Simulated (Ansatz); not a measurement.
Ideal-gas functions of CH3Cl2GaS, SMILES `C[S][Ga]([Cl])[Cl]` at 298.15 K and 1 bar, from an Ansatz frequency run at PBE0-D4/def2-TZVP.

Molar mass 187.73 g/mol, point group Cs (symmetry number 1), electronic degeneracy 1, moments of inertia 238.109, 378.693, 613.601 u Å². Harmonic wavenumbers (cm⁻¹, unscaled): 53, 82, 89, 124, 141, 207, 370, 451, 463, 719, 974, 985, 1354, 1467, 1469, 3078, 3169, 3180.

Use S(trans) = R[1.5 ln M + 2.5 ln T − 1.1517]; rotational temperatures θ = 24.2544 K / I; S(rot) = R[ln(√π/σ · √(T³/θAθBθC)) + 1.5]; for each mode x = 1.438777 ν̃/T, S = R[x/(eˣ − 1) − ln(1 − e⁻ˣ)] and H = RT x/(eˣ − 1); 1 cm⁻¹ = 0.0119627 kJ/mol; R = 8.31446 J/(mol·K).

Task: By hand: the entropy, in J/(mol·K).

Result: Translation 174.1. Rotation: θ = 0.1019, 0.064, 0.0395 K, giving 122.6. Vibration, mode by mode: 19.67, 16.08, 15.41, 12.71, 11.67, 8.66, 4.52, 3.32, 3.17, 1.19, 0.43, 0.42, 0.09, 0.06, 0.06, 0.00, 0.00, 0.00, in all 97.4. Electronic 0.0. Sum 394.1 J/(mol·K).

Task: By hand: H − E and G − E in kJ/mol, counted from the electronic energy.

Result: Zero-point energy ½ × 18375 × 0.0119627 = 109.9; thermal vibration 14.0; translation, rotation and pV give 4 RT = 9.9. H − E = 133.8 kJ/mol, and G − E = 133.8 − 298.15 × 394.1/1000 = 16.3 kJ/mol.

Vibration gives 25 % of the entropy, 75.5 J/(mol·K) of it from the modes under 150 cm⁻¹: soft modes count most, and the harmonic formula is weakest for them. The sum counts one conformer and one mirror image; others add a mixing term.
